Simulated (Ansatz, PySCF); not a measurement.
B(Me)(OMe)(NH2) (C2H8BNO), SMILES COB(C)N. Atoms are numbered in the order given.

```xyz
13

B     -0.2872     0.1384     0.3678
C     -1.7138     0.0473     1.0442
H     -1.9779    -1.0070     1.2345
H     -2.4852     0.4399     0.3599
H     -1.7923     0.5954     1.9965
O     -0.1236    -0.5248    -0.8274
C      1.0933    -0.5203    -1.5261
H      1.9142    -0.9694    -0.9343
H      0.9758    -1.1133    -2.4460
H      1.4018     0.5022    -1.8175
N      0.7732     0.8642     0.9570
H      1.7012     0.9511     0.5631
H      0.6617     1.3542     1.8345
```
Charge 0, spin multiplicity 1.

The structure is a stationary point at B3LYP-D3(BJ)/def2-SVP. The structure was generated by enumeration, and PubChem lists no compound with its InChIKey, so it may never have been made. Other conformers were not sampled.

Two levels are set side by side: PBE-D3(BJ)/def2-SVP (Ansatz, a quantum-chemistry and plane-wave program) and B3LYP-D3(BJ)/def2-SVP (Ansatz). Each level has its own optimised geometry; the coordinates shown are those of the second. Frequencies come from the Hessian of PySCF at each geometry. Differences are taken from unrounded values.

```json
[
 {"quantity": "mean bond length (Å)", "B3LYP-D3(BJ)": "1.202", "PBE-D3(BJ)": "1.209", "PBE-D3(BJ) minus B3LYP-D3(BJ)": "0.007"},
 {"quantity": "bond B1–C2 (Å)", "B3LYP-D3(BJ)": "1.581", "PBE-D3(BJ)": "1.585", "PBE-D3(BJ) minus B3LYP-D3(BJ)": "0.003"},
 {"quantity": "bond B1–O6 (Å)", "B3LYP-D3(BJ)": "1.377", "PBE-D3(BJ)": "1.386", "PBE-D3(BJ) minus B3LYP-D3(BJ)": "0.010"},
 {"quantity": "bond B1–N11 (Å)", "B3LYP-D3(BJ)": "1.414", "PBE-D3(BJ)": "1.419", "PBE-D3(BJ) minus B3LYP-D3(BJ)": "0.006"},
 {"quantity": "bond O6–C7 (Å)", "B3LYP-D3(BJ)": "1.403", "PBE-D3(BJ)": "1.408", "PBE-D3(BJ) minus B3LYP-D3(BJ)": "0.005"},
 {"quantity": "bond C2–H3 (Å)", "B3LYP-D3(BJ)": "1.103", "PBE-D3(BJ)": "1.110", "PBE-D3(BJ) minus B3LYP-D3(BJ)": "0.007"},
 {"quantity": "bond C2–H4 (Å)", "B3LYP-D3(BJ)": "1.103", "PBE-D3(BJ)": "1.110", "PBE-D3(BJ) minus B3LYP-D3(BJ)": "0.007"},
 {"quantity": "bond C2–H5 (Å)", "B3LYP-D3(BJ)": "1.102", "PBE-D3(BJ)": "1.108", "PBE-D3(BJ) minus B3LYP-D3(BJ)": "0.007"},
 {"quantity": "bond C7–H8 (Å)", "B3LYP-D3(BJ)": "1.107", "PBE-D3(BJ)": "1.116", "PBE-D3(BJ) minus B3LYP-D3(BJ)": "0.009"},
 {"quantity": "bond C7–H9 (Å)", "B3LYP-D3(BJ)": "1.101", "PBE-D3(BJ)": "1.109", "PBE-D3(BJ) minus B3LYP-D3(BJ)": "0.008"},
 {"quantity": "bond C7–H10 (Å)", "B3LYP-D3(BJ)": "1.107", "PBE-D3(BJ)": "1.116", "PBE-D3(BJ) minus B3LYP-D3(BJ)": "0.009"},
 {"quantity": "bond N11–H12 (Å)", "B3LYP-D3(BJ)": "1.012", "PBE-D3(BJ)": "1.019", "PBE-D3(BJ) minus B3LYP-D3(BJ)": "0.007"},
 {"quantity": "bond N11–H13 (Å)", "B3LYP-D3(BJ)": "1.011", "PBE-D3(BJ)": "1.018", "PBE-D3(BJ) minus B3LYP-D3(BJ)": "0.007"},
 {"quantity": "highest harmonic wavenumber (cm⁻¹)", "B3LYP-D3(BJ)": "3705", "PBE-D3(BJ)": "3634", "PBE-D3(BJ) minus B3LYP-D3(BJ)": "-71"},
 {"quantity": "mean harmonic wavenumber (cm⁻¹)", "B3LYP-D3(BJ)": "1466", "PBE-D3(BJ)": "1428", "PBE-D3(BJ) minus B3LYP-D3(BJ)": "-38"},
 {"quantity": "zero-point energy (kcal/mol)", "B3LYP-D3(BJ)": "69.16", "PBE-D3(BJ)": "67.37", "PBE-D3(BJ) minus B3LYP-D3(BJ)": "-1.79"}
]
```

GGA bonds tend to be longer and softer than those of functionals with exact exchange. Differences between two approximate levels are no errors against the true value.
